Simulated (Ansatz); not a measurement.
Several settings on one geometry of Ga₇P₈H₂₆⁺, a nanocrystal cut from zinc blende GaP (hydrogen-capped) (that of the charge 1 singlet, r2SCAN-D4/def2-SVP). Ansatz on 2 threads of AMD EPYC 7R13 on a shared host and a share (18 GiB) of an NVIDIA H100 80GB HBM3; times are rough.

| atom | x (Å) | y (Å) | z (Å) |
| --- | --- | --- | --- |
| Ga1 | -2.060 | 1.852 | -4.321 |
| Ga2 | 1.231 | -0.965 | -3.926 |
| Ga3 | -1.654 | -0.921 | -0.904 |
| Ga4 | 1.356 | -1.252 | 1.530 |
| Ga5 | 1.171 | 1.992 | -0.823 |
| Ga6 | -1.902 | -1.063 | 4.092 |
| Ga7 | 1.181 | 1.930 | 4.182 |
| P8 | -2.759 | 0.691 | -2.285 |
| P9 | -0.270 | -2.129 | -2.464 |
| P10 | -0.190 | -2.370 | 2.955 |
| P11 | -0.315 | 0.360 | -5.164 |
| P12 | 2.307 | 0.551 | -2.443 |
| P13 | -0.026 | 0.248 | 0.323 |
| P14 | 2.473 | 0.216 | 3.029 |
| P15 | -0.437 | 0.475 | 5.234 |
| H16 | -3.247 | 1.705 | -5.316 |
| H17 | -1.311 | 3.133 | -3.866 |
| H18 | 2.149 | -1.894 | -4.766 |
| H19 | -2.617 | -1.879 | -0.144 |
| H20 | 2.243 | -2.154 | 0.615 |
| H21 | 0.169 | 2.829 | -1.673 |
| H22 | 2.298 | 2.531 | 0.110 |
| H23 | -2.619 | -1.991 | 5.112 |
| H24 | -2.577 | -0.258 | 2.934 |
| H25 | 0.423 | 2.661 | 3.030 |
| H26 | 2.095 | 2.576 | 5.260 |
| H27 | -4.044 | 0.136 | -2.526 |
| H28 | -3.140 | 1.700 | -1.363 |
| H29 | -1.068 | -2.996 | -3.256 |
| H30 | 0.470 | -3.102 | -1.744 |
| H31 | -0.811 | -3.375 | 2.167 |
| H32 | 0.540 | -3.210 | 3.838 |
| H33 | -0.869 | -0.553 | -6.101 |
| H34 | 0.485 | 1.113 | -6.063 |
| H35 | 3.138 | 1.341 | -3.280 |
| H36 | 3.319 | -0.224 | -1.816 |
| H37 | -0.789 | 0.898 | 1.333 |
| H38 | 3.516 | 0.829 | 2.286 |
| H39 | 3.262 | -0.569 | 3.913 |
| H40 | -1.293 | 1.334 | 5.974 |
| H41 | 0.173 | -0.195 | 6.328 |

Totals from different functionals, basis sets or treatments of relativity can't be compared as stabilities.

Scalar relativity in a set contracted without it gives distorted totals.

The spins typed aren't always the lowest for that charge.

Q: Give the basis size and estimate the energy, ⟨S²⟩ and time of these runs.

```csv
run,method,charge,state,further keys
1,RKS rPW86-PBE/STO-3G,1,singlet,scf: {lower_state_search: off}
2,UKS PBE/def2-SVP,1,triplet,fitting: {mean_field: def2-universal-jkfit}; scf: {omitted_lower_state_checks: [starts]}; forces asked
3,RKS PBE0-D4/def2-mTZVP,1,singlet,fitting: {mean_field: def2-universal-jkfit}; pseudopotentials: {relativity: scalar}; scf: {omitted_lower_state_checks: [starts]}
4,RKS revPBE/def2-SVP,1,singlet,fitting: {mean_field: def2-universal-jkfit}; nuclear_model: gaussian; pseudopotentials: {relativity: scalar}; forces asked
```

A: 
```csv
run,functions,energy (Eh),⟨S²⟩,wall time
1,224,-16039.2805,–,10 s
2,498,-16214.3236,2.00,18 s
3,506,-16329.0812,–,9.5 s
4,498,-16327.4919,–,12 s
```
